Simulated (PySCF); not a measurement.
C3H6O2Si, SMILES C=COC(=O)[SiH3].

The structure is a stationary point at PBE0-D3(BJ)/def2-SVP. One conformer was computed; it need not be the lowest.

These are PBE0-D3(BJ)/def2-SVP (PySCF) values and carry that method's errors.

Frequencies are harmonic and unscaled.

```
mode  ν (cm⁻¹)  IR (km/mol)  Raman (Å⁴/amu)  depolarisation  moving atoms (share of kinetic energy)
----  --------  -----------  --------------  --------------  --------------------------------------
1            9          0.2             0.2            0.75                                  H 88 %
2           77          0.6             3.8            0.75         C 40 %, H 26 %, O 24 %, Si 10 %
3          161          1.0             2.5            0.75                  H 42 %, O 39 %, C 17 %
4          165          1.1             0.5            0.54         C 32 %, O 31 %, H 20 %, Si 17 %
5          290          3.0             1.9            0.21                  O 41 %, C 40 %, H 12 %
6          384         24.2             8.4            0.41         Si 37 %, O 36 %, C 15 %, H 12 %
7          458         26.7             2.6            0.75                  H 53 %, C 31 %, O 15 %
8          530          1.5             2.1            0.12         C 38 %, H 30 %, O 17 %, Si 15 %
9          623         41.2            14.3            0.67                         H 79 %, Si 12 %
10         709          7.8            10.2            0.75                          H 53 %, C 39 %
11         749          7.9             1.3            0.75                  H 44 %, C 40 %, O 14 %
12         837         21.5             5.6            0.13                  O 71 %, H 17 %, C 12 %
13         896        272.5             9.4            0.75                                  H 85 %
14         926         42.4             3.4            0.75                          H 71 %, C 29 %
15         927         26.5             6.4            0.65                  H 52 %, C 25 %, O 19 %
16         937         54.1            20.7            0.75                   H 79 %, O 10 %, C 9 %
17         939         44.9            21.7            0.75                                  H 97 %
18        1006         25.1             1.9            0.75                           H 91 %, C 9 %
19        1145         23.3             3.2            0.74                          C 71 %, H 25 %
20        1241        466.6             9.4            0.75                  C 49 %, O 35 %, H 15 %
21        1358         56.3            21.6            0.34                   H 81 %, C 10 %, O 9 %
22        1402         19.2             1.3            0.75                          H 83 %, C 13 %
23        1718         83.6            53.4            0.17                          C 86 %, H 12 %
24        1841        166.3             4.1            0.30                          C 60 %, O 39 %
25        2251         41.9           253.6            0.01                                  H 99 %
26        2263         81.8            96.7            0.75                                  H 96 %
27        2267         89.4            81.2            0.75                                  H 96 %
28        3199          1.1           103.3            0.28                                  H 94 %
29        3232         11.4           131.5            0.21                           H 91 %, C 9 %
30        3330          4.2            44.1            0.73                          H 89 %, C 11 %
```
